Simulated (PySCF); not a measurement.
C₂H₁₀BN, singlet, PBE0/def2-SVP optimised geometry.

```
14

B     -0.30    -0.52     0.00
H     -0.78    -0.94     1.06
C     -0.98    -1.18    -1.31
H     -0.61    -0.75    -2.26
H     -2.09    -1.11    -1.32
H     -0.75    -2.26    -1.35
C      1.32    -0.52     0.00
H      1.76    -0.08    -0.92
H      1.69    -1.56     0.04
H      1.77     0.00     0.87
N     -0.75     1.07     0.00
H     -0.38     1.56     0.81
H     -1.77     1.16     0.02
H     -0.41     1.55    -0.84
```

Density from PBE0/def2-TZVP (PySCF) at that geometry.

Minimum of the electron density along straight lines between bonded atoms, close to the bond critical point (lines longer than 1.1 times the sum of covalent radii, or with two minima, are not listed):

```csv
bond,length / Å,ρ at the minimum / e bohr⁻³,∇²ρ there / e bohr⁻⁵,position (fraction from the first atom)
B1–H2,1.235,0.163,-0.22,0.43
B1–C3,1.616,0.167,-0.18,0.33
C3–H4,1.107,0.261,-0.84,0.63
C3–H5,1.106,0.262,-0.84,0.63
C3–H6,1.103,0.265,-0.86,0.64
B1–C7,1.616,0.167,-0.18,0.33
C7–H8,1.107,0.261,-0.84,0.63
C7–H9,1.103,0.265,-0.86,0.64
C7–H10,1.106,0.262,-0.84,0.63
B1–N11,1.658,0.106,0.36,0.31
N11–H12,1.021,0.335,-1.70,0.74
N11–H13,1.021,0.335,-1.70,0.74
N11–H14,1.022,0.333,-1.67,0.74
```
